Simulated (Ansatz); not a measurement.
Reaction (cleavage of the Si–Si bond): `C=C(C)[SiH2][SiH3]` + `[OH][Al]([OH])[OH]` → `[OH][Al]([OH])[O][SiH3]` + `C=C(C)[SiH3]`

Isolated molecules relaxed with PBE0-D4/def2-TZVP in Ansatz; ΔE leaves out vibrations. CCSD(T)/CBS is the MP2 limit (def2-TZVPP, def2-QZVPP) plus CCSD(T) − MP2 in def2-TZVPP, frozen cores. This one scheme is used for every species. Functionals use def2-TZVPP. B3LYP here is the variant with VWN-RPA as its local correlation; programs differ in this. One conformer a species, not always the lowest.

CCSD(T)/CBS gives -1.08 eV.

Question: Another level gave -1.02 eV. Which?
A. B3LYP-D4/def2-TZVPP
B. r2SCAN-D4/def2-TZVPP
C. PBE0-D4/def2-TZVPP
D. CCSD/def2-TZVPP

Answer: B. r2SCAN-D4 -1.02, B3LYP-D4 -1.08, CCSD/def2-TZVPP -1.14, PBE0-D4 -0.90 eV.

Largest T1 diagnostic among the species: 0.012.

From PBE to PBE0 (25 % exact exchange), in def2-TZVPP and without D4, ΔE moves by −0.10 eV. In def2-TZVPP, CCSD(T) changes the Hartree–Fock value by +0.35 eV (the triples alone add +0.05 eV) and MP2 by +0.29 eV.
